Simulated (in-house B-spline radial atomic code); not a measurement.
# RPA and G0W0 on PBE0: Al II (Al+)

Configuration [Ne] 3s2, mean-field start PBE0. Computed with a B-spline radial code for spherical atoms: all electrons, scalar-relativistic (spin-free one-electron X2C), finite nucleus, each spin shell either full or empty, empty states to l = 9 with an (l + 1/2)⁻⁴ tail; G0W0 by contour deformation at full frequency.

Command:
```bash
python run_gw.py task.json out
```
Settings (radii: box in bohr, nucleus in fm):
```
Z                        13
electrons                12
configuration            [Ne] 3s2
hamiltonian              x2c
method                   pbe0
lmax                     9
rms_radius               3.061
spin_polarised           False
box_radius               23.78
intervals                72
ion_configuration        [Ne] 3s1
```

Run time, properties included: 5 s on 1 thread of Arm Neoverse N1, on a shared host.

Energies (hartree):

```tsv
term	value
mean-field total	-242.47399
Hartree-Fock functional on these orbitals	-242.10721
direct second order	-0.79163
second-order exchange	0.28706
SOSEX correction	0.25511
```

(1) What is the RPA correlation energy, and what remains with SOSEX?

Quasi-particle levels (eV):

| level | occupied | mean field | Σx - vxc | Σc | QP weight | G0W0 |
| --- | --- | --- | --- | --- | --- | --- |
| 3s | yes | -15.765 | -1.97 | ? | ? | ? |
| 3p | no | -8.212 | 3.25 | -1.26 | 0.923 | -6.221 |

G0W0 = mean field + (Σx - vxc) + Σc, with Σc (partial-wave tail included) taken at the quasi-particle energy. Levels of low weight are left out.

(2) Where does G0W0 put 3s?

(3) What does it cost to remove one electron (to [Ne] 3s1) by differences of total energies, each species on its own start (correlation terms add to the Hartree-Fock functional)?

Results:

(1) RPA gives -0.6855 hartree (-1.55 eV per electron); RPA + SOSEX gives -0.43038, and the second-order doubles -0.50457 hartree (no singles). RPA lacks exchange-type terms and so overcorrelates at short range.

(2) At -19.008 eV, with Σc = -1.28 eV and a quasi-particle weight of 0.924. The tabulated removal energy is 18.829 eV (NIST, measured); the calculation leaves out spin-orbit coupling, Breit and QED terms, and what these don't explain is the method's own error.

(3) PBE0 18.686 eV, Hartree-Fock functional 17.540 eV, + RPA 19.077 eV, + RPA + SOSEX 18.677 eV, + second order 19.156 eV. Tabulated: 18.829 eV (NIST, measured); the calculation leaves out spin-orbit coupling, Breit and QED terms, and what these don't explain is the method's own error.
